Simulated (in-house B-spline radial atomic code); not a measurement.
## N: [He] 2s2 2p3

Computed with a radial B-spline atomic code at the basis-set limit: Dirac-Kohn-Sham BP86, spherical fractional occupations, Fermi nucleus of rms radius 2.5582 fm.

Screening seen three ways: the hydrogenic charge with the same mean radius, Z_r = [3n² - l(l+1)]/(2<r>), the one with the same energy, Z_e = n√(-2ε), and Slater's rules. Values are occupation-weighted means over j.

```tsv
shell	electrons	ε (eV)	<r> (bohr)	Z_r	Z_e	Slater
1s	2	-385.18	0.2296	6.53	5.32	6.70
2s	2	-18.684	1.32	4.54	2.34	3.90
2p	3	-7.1865	1.48	3.38	1.45	3.90
```

The least bound orbital is 2p3/2 at -7.18 eV, and it is also the most diffuse (<r> = 1.481 bohr).

Spin-orbit splittings of the orbital energies (j = l + 1/2 above j = l - 1/2 when positive): 2p 0.01914 eV.

For the 1s electron the small component carries 0.0587 % of the norm, the zero-frequency Breit interaction raises the level by 0.1155 eV, self-energy by 0.03981 eV, and vacuum polarisation lowers it by 0.001848 eV.
